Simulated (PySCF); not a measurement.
B(OAc)(OH)2, SMILES O=C(C)OB(O)O (B3LYP/def2-SVP optimised geometry):

```
12

B      0.126    -1.284     0.000
O     -0.639    -0.092     0.000
C     -0.101     1.140     0.005
C     -1.150     2.218     0.010
O      1.095     1.351     0.007
H     -0.675     3.206     0.007
H     -1.790     2.104     0.899
H     -1.801     2.103    -0.870
O     -0.616    -2.418     0.000
H     -0.058    -3.206     0.001
O      1.475    -1.284     0.000
H      1.801    -0.361     0.002
```

Method: B3LYP/def2-TZVP (PySCF).

Problem. What are the frontier orbital energies and the dipole moment?

Solution. HOMO-2 -9.44 eV, HOMO-1 -9.14 eV, HOMO -8.32 eV, LUMO -0.77 eV, LUMO+1 0.36 eV; dipole moment 1.33 D.

On the same geometry PySCF with PBE/def2-TZVP gives HOMO-2 -8.11 eV, HOMO-1 -7.71 eV, HOMO -6.89 eV, LUMO -1.61 eV, LUMO+1 -0.07 eV; dipole moment 1.24 D.

Meta-Löwdin charges at B3LYP/def2-TZVP: B1 0.59, O2 -0.39, C3 0.55, C4 -0.37, O5 -0.46, H6 0.14, H7 0.14, H8 0.14, O9 -0.52, H10 0.36, O11 -0.54, H12 0.36.
